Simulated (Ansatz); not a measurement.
`O=CCO` + `S[SiH2]Cl` → `OC[SiH](S)Cl` + `C=O`  (formal exchange of groups at a C–C bond)

Program: Ansatz. Geometries: PBE0-D4/def2-TZVP. ΔE: electronic, gas phase. CBS: MP2 limit from def2 TZ/QZ plus the TZ coupled-cluster correction, frozen cores. This one scheme is used for every species. Functionals use def2-TZVPP. Each species was taken in one conformer, which may not be the lowest.

```
             level  ΔE (kJ/mol)  difference from CCSD(T)/CBS
            PBE-D4         21.0                          6.5
           ωB97X-V         18.8                          4.3
           ωB97M-V         16.1                          1.6
            B2PLYP         19.8                          5.3
               PBE         26.1                         11.6
            r2SCAN         25.0                         10.5
              PBE0         25.4                         10.9
     HF/def2-TZVPP         26.0                         11.5
    MP2/def2-TZVPP         13.4                         -1.1
SCS-MP2/def2-TZVPP         14.0                         -0.5
   CCSD/def2-TZVPP         16.3                          1.8
CCSD(T)/def2-TZVPP         15.6                          1.1
     HF/def2-QZVPP         26.3                         11.8
    MP2/def2-QZVPP         12.9                         -1.6
SCS-MP2/def2-QZVPP         13.5                         -1.0
      HF/CBS(def2)         26.4                         11.9
       CCSD(T)/CBS         14.5                            0
```

Largest T1 diagnostic among the species: 0.015.

In def2-TZVPP, CCSD(T) changes the Hartree–Fock value by −10.4 kJ/mol (the triples alone add −0.7 kJ/mol) and MP2 by −12.6 kJ/mol. The D4 term adds −8.1 kJ/mol with B3LYP and −4.7 kJ/mol with PBE0; it sums over pairs of atoms, weighted by their polarisabilities, and B3LYP, whose exchange is more repulsive, gets the larger term.

B3LYP here is the variant with VWN-RPA as its local correlation; programs differ in this.
